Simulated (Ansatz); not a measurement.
A run on ClGeH7Si2, SMILES `[SiH3][GeH2][SiH2]Cl` with other settings.

```yaml
crystal:
  periodic: [false, false, false]
  atoms:
    - {symbol: Si, position_ang: [-1.289874, 1.422994, 0.428169]}
    - {symbol: Ge, position_ang: [0.066175, -0.466446, 0.927819]}
    - {symbol: Si, position_ang: [1.342903, -1.065958, -0.985283]}
    - {symbol: Cl, position_ang: [0.064630, -1.208903, -2.600739]}
    - {symbol: H, position_ang: [-2.276895, 1.064421, -0.621478]}
    - {symbol: H, position_ang: [-2.011602, 1.878604, 1.645147]}
    - {symbol: H, position_ang: [-0.429185, 2.529192, -0.066796]}
    - {symbol: H, position_ang: [-0.807674, -1.662562, 1.344950]}
    - {symbol: H, position_ang: [1.028824, -0.151824, 2.089300]}
    - {symbol: H, position_ang: [2.349632, -0.022497, -1.302675]}
    - {symbol: H, position_ang: [2.028263, -2.373921, -0.837813]}
basis:
  gaussian: {orbitals: 6-31G}
total_charge: -1
magnetization: {spin_polarized: true, initial_magnetization: 1}
hamiltonian: {xc: {name: wB97X}}
accuracy: high
output: {forces: true}
```

```sh
$ ansatz run in.yaml --threads 4 --pin off --events-out ev --progress --plain --max-ram 10444MiB
```

Output, abridged:

```
Functional definition: wB97X
1832 factors; integrals over basis functions are off by at most 6.7e-9 eV
447 factors; integrals over basis functions are off by at most 2.5e-9 eV
mean field evaluation 1: about -84896.2814 eV, gradient 1.1e1 eV
mean field evaluation 2: about -84896.9880 eV, gradient 6.9e0 eV
mean field evaluation 4: about -84897.1457 eV, gradient 5.4e-1 eV
mean field evaluation 8: about -84897.2865 eV, gradient 2.8e-1 eV
mean field evaluation 16: about -84897.3102 eV, gradient 4.3e-2 eV
mean field evaluation 32: about -84897.3107 eV, gradient 7.9e-5 eV
mean field -84897.31073704 eV, -3119.9186241223 hartree, gradient 6.5e-8 eV, S^2 0.752656; 4 other end points of the search recorded, 0 dependent functions left out
reference -84897.31073418 eV, -3119.9186240170 hartree; 43, 42 occupied and 39, 40 virtual orbitals, 1832 factors
Total energy: -84897.31073418 eV, -3119.9186240170 hartree
Atom 0 at    -1.289874     1.422994     0.428169 Å, force     0.182400    -0.326684     0.207386 eV/Å
Atom 1 at     0.066175    -0.466446     0.927819 Å, force     1.148203    -0.672846    -0.920058 eV/Å
Atom 2 at     1.342903    -1.065958    -0.985283 Å, force     2.758711     0.494018     4.688468 eV/Å
Atom 3 at     0.064630    -1.208903    -2.600739 Å, force    -3.257564    -0.445627    -4.403149 eV/Å
Atom 4 at    -2.276895     1.064421    -0.621478 Å, force    -0.277155     0.031678    -0.190477 eV/Å
Atom 5 at    -2.011602     1.878604     1.645147 Å, force    -0.416470     0.439481     0.308502 eV/Å
Atom 6 at    -0.429185     2.529192    -0.066796 Å, force     0.092901     0.363038    -0.119523 eV/Å
Atom 7 at    -0.807674    -1.662562     1.344950 Å, force    -0.138926    -0.098299     0.230245 eV/Å
Atom 8 at     1.028824    -0.151824     2.089300 Å, force    -0.329941     0.355855     0.534461 eV/Å
Atom 9 at     2.349632    -0.022497    -1.302675 Å, force     0.238612     0.300954    -0.119535 eV/Å
Atom 10 at     2.028263    -2.373921    -0.837813 Å, force    -0.000772    -0.441568    -0.216320 eV/Å
Dipole moment:    -0.423637     0.384389     0.745379 e Å
```

Run time 53 s (4 threads of an Arm Neoverse V2 on a shared host); peak host memory 1.2 GiB.
